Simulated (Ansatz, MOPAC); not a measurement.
System: BaCl, net charge 0, doublet state. SMILES: [Cl][Ba]

Atoms: Ba1, Cl2. Bonds: Ba1-Cl2.

Bond lengths (Å) and angles (degrees) optimised at AM1 with MOPAC; PM6 with MOPAC; B3LYP/6-31G* with LANL2DZ past Ar with Ansatz (a first-principles code), each started from the B3LYP-D3(BJ)/def2-TZVP structure (Ansatz) of the last column. A row stands for all coordinates that are equal there. 6-31G* holds six Cartesian d functions.

| coordinate | AM1 | PM6 | B3LYP/6-31G* with LANL2DZ past Ar | B3LYP-D3(BJ)/def2-TZVP |
|---|---|---|---|---|
| Ba1-Cl2 | 2.796 | 2.653 | 2.956 | 2.700 |

Mean signed difference of all 1 bond lengths from B3LYP-D3(BJ)/def2-TZVP: AM1 0.096 Å, PM6 -0.047 Å, B3LYP/6-31G* with LANL2DZ past Ar 0.256 Å.
